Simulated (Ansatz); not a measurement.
`C#C[Si](C)(F)Cl` + H–F → `C#C[Si](F)(F)Cl` + CH₄ at 400 K and 1 bar (ligand exchange at the Si–C bond).

Computed with Ansatz on PBE0-D4/def2-TZVP structures; ΔE is electronic, products minus reactants. CCSD(T)/CBS is the MP2 limit (def2-TZVPP, def2-QZVPP) plus CCSD(T) − MP2 in def2-TZVPP, frozen cores. This one scheme is used for every species.

```
          species  CCSD(T)/CBS energy (Eh)  H − E (kJ/mol)  S (J/(mol·K))
`C#C[Si](C)(F)Cl`               -965.30487           197.6          404.8
              H–F               -100.39570            36.5          182.2
`C#C[Si](F)(F)Cl`              -1025.29095           104.0          379.8
              CH₄                -40.46206           131.3          197.2
```

H − E and S are ideal-gas, rigid-rotor, harmonic terms from PBE0-D4/def2-TZVP, for one conformer and one mirror image of each species. 1 Eh = 2625.50 kJ/mol, R = 8.31446 J/(mol·K).

Task: By hand: ΔE, ΔH, ΔS and ΔG.

Result: ΔE = (-1025.29095) + (-40.46206) − (-965.30487) − (-100.39570) = -0.05244 Eh = -137.7 kJ/mol. Δ(H − E) = 104.0 + 131.3 − 197.6 − 36.5 = 1.2, so ΔH = -136.5 kJ/mol. ΔS = 379.8 + 197.2 − 404.8 − 182.2 = -10.0 J/(mol·K). ΔG = -136.5 − 400 × (-10.0)/1000 = -132.5 kJ/mol.

Task: By hand: the equilibrium constant, and the temperature at which ΔG would vanish if ΔH and ΔS stayed fixed.

Result: log₁₀ K = −ΔG/(RT ln 10) = 17.3. ΔG = 0 at ΔH/ΔS = 13650 K, far beyond where these terms or the molecules hold.

The number of gas molecules stays the same, so ΔS is small and ΔH decides. A doubt of 5 kJ/mol in ΔE shifts log₁₀ K by 0.7 here. Other conformers and mirror images would add mixing entropy, several J/(mol·K) or more a flexible species. These are equilibria of isolated gas molecules and say nothing of rates. Largest T1 diagnostic: 0.012 (customary marks: 0.02 for closed shells, 0.045 for open ones).
